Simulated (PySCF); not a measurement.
# HfOI₂, singlet: data card

All numbers come from PySCF, PBE, basis Hf def2-SVP with ECP60, O def2-SVP, I def2-SVP with ECP28 (scalar-relativistic core potentials, no spin–orbit coupling, density fitting).

The structure is a minimum.

```xyz
4
charge 0 multiplicity 1, angstrom
Hf    0.0000   -0.3721    0.6854
O     0.0000    0.4740    2.2291
I     2.3160    0.2428   -0.6336
I    -2.3160    0.2428   -0.6336
```

```json
{"Point group": "Cs", "Bond lengths": "Hf–I 2.735 Å (×2), Hf–O 1.760 Å", "Bond angles": "I–Hf–I 115.7°, I–Hf–O 108.4° (×2)", "Principal polarisabilities": "69.0, 92.6, 141.8 bohr³", "Zero-point energy": "9.5 kJ/mol", "Principal quadrupole moments (Buckingham, traceless) about the centre of mass": "-12.01, -3.25, 15.26 D Å", "Atomisation energy without zero-point energy": "1517 kJ/mol", "Heat capacity Cp at 298.15 K": "75.1 J/(mol K)", "Rotational constants": "0.05449, 0.01217, 0.01024 cm⁻¹", "Highest occupied level": "-6.59 eV", "Dipole moment": "4.19 D", "Enthalpy at 298.15 K above 0 K": "18.94 kJ/mol", "Lowest empty level": "-4.18 eV", "Rotational symmetry number": "1", "Entropy at 298.15 K and 1 bar": "385.6 J/(mol K)"}
```

Harmonic modes (masses in u: Hf 179.947, O 15.995, I 126.904):
```tsv
symmetry	ω (cm⁻¹)	IR (km/mol)	μ (u)	type
a'	40	3.3	119.90	bend
a'	90	16.4	21.54	bend
a''	149	0.0	20.90	bend
a'	177	8.2	130.83	stretch
a''	219	40.7	60.60	mixed
a'	911	124	17.29	stretch
```

Charges (e):
```json
{"atom": "Hf1", "Mulliken": "0.71", "Löwdin": "-0.24", "polar tensor": "1.60", "Mayer order to Hf1": "–"}
{"atom": "O2", "Mulliken": "-0.25", "Löwdin": "-0.10", "polar tensor": "-0.72", "Mayer order to Hf1": "2.42"}
{"atom": "I3,4", "Mulliken": "-0.23", "Löwdin": "0.17", "polar tensor": "-0.44", "Mayer order to Hf1": "1.22"}
```

Mulliken populations on Hf1 (electrons outside its core potential): s 2.48, p 6.28, d 2.42, f 0.11.

Outer orbital energies (eV). occupied: -8.24, -8.07, -7.99, -7.66, -7.23, -6.99, -6.77, -6.59; empty: -4.18, -3.25, -2.40, -1.39.

Formally Hf is in oxidation state +4, d0. The polar-tensor charge on Hf, 1.60, is far below the formal one.

This need not be the most stable arrangement of these atoms. No spin–orbit coupling is included, which matters more the heavier the element.

The final relaxation and frequency run took 2.3 min on 2 threads of a shared Arm Neoverse N1 host, with 98 basis functions and 17 gradients; the process peaked at 1 GiB.
